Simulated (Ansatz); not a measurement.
BClH₂OSSi (`ClB1O[SiH2]S1`), charge 0, multiplicity 1.

(1) Give a relaxed structure at PBE0-D4/def2-TZVP (Ansatz). (An estimate is asked.)

Answers

(1) Computed: 
```xyz
7

Cl   -2.056   -1.371   -1.583
B    -0.796   -0.642   -0.633
O    -0.736    0.696   -0.351
Si    0.683    0.566    0.546
S     0.629   -1.522    0.132
H     1.796    1.321   -0.069
H     0.480    0.952    1.958
```
Point group Cs.
